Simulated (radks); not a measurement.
Values are calculated unless marked as measured or tabulated.
How relativity changes the ionisation of the titanium ion Ti3+ ([Ar] 3d1) to Ti4+ ([Ar]). Spin-unpolarised spherical Kohn-Sham, PBE, point nucleus unless stated (finite: rms radius 3.5921 fm), a radial shooting solver on a logarithmic mesh with Libxc functionals. A level marked "c x" has the speed of light scaled by that factor and shares open shells by 2j + 1; other Dirac levels either fill j = l - 1/2 first or share by 2j + 1.

non-rel.: E(Ti3+) (hartree) -847.32237; E(Ti4+) (hartree) -845.72379; IE (eV) 43.500; HOMO 3d; <r> HOMO (bohr) 1.258
scalar-rel.: E(Ti3+) (hartree) -851.80538; E(Ti4+) (hartree) -850.21468; IE (eV) 43.285; HOMO 3d; <r> HOMO (bohr) 1.263
scalar-rel., finite nucleus: E(Ti3+) (hartree) -851.80357; E(Ti4+) (hartree) -850.21287; IE (eV) 43.285; HOMO 3d; <r> HOMO (bohr) 1.263
Dirac, 2j+1 shares: E(Ti3+) (hartree) -851.81395; E(Ti4+) (hartree) -850.22328; IE (eV) 43.284; HOMO 3d5/2; <r> HOMO (bohr) 1.264
Dirac, low j first: E(Ti3+) (hartree) -851.81535; E(Ti4+) (hartree) -850.22328; IE (eV) 43.322; HOMO 3d3/2; <r> HOMO (bohr) 1.262
Dirac, 2j+1 shares, finite nucleus: E(Ti3+) (hartree) -851.81214; E(Ti4+) (hartree) -850.22146; IE (eV) 43.285; HOMO 3d5/2; <r> HOMO (bohr) 1.264
Dirac, c x 0.85: E(Ti3+) (hartree) -853.56969; E(Ti4+) (hartree) -851.98205; IE (eV) 43.202; HOMO 3d5/2; <r> HOMO (bohr) 1.267
Dirac, c x 3: E(Ti3+) (hartree) -847.81587; E(Ti4+) (hartree) -846.21817; IE (eV) 43.476; HOMO 3d5/2; <r> HOMO (bohr) 1.259
Dirac, c x 10: E(Ti3+) (hartree) -847.36673; E(Ti4+) (hartree) -845.76823; IE (eV) 43.497; HOMO 3d5/2; <r> HOMO (bohr) 1.258

NIST Atomic Spectra Database: 43.267 eV (measured). The relativistic part of the total energy of Ti3+ is -4.49 hartree (Dirac, 2j+1 shares, finite nucleus), 0.53 % of the non-relativistic value. Spin polarisation and multiplet splitting of open shells are left out at every level.

Beside tabulated values, note that spin-unpolarised runs miss the spin-polarisation part of the exchange energy of open shells.
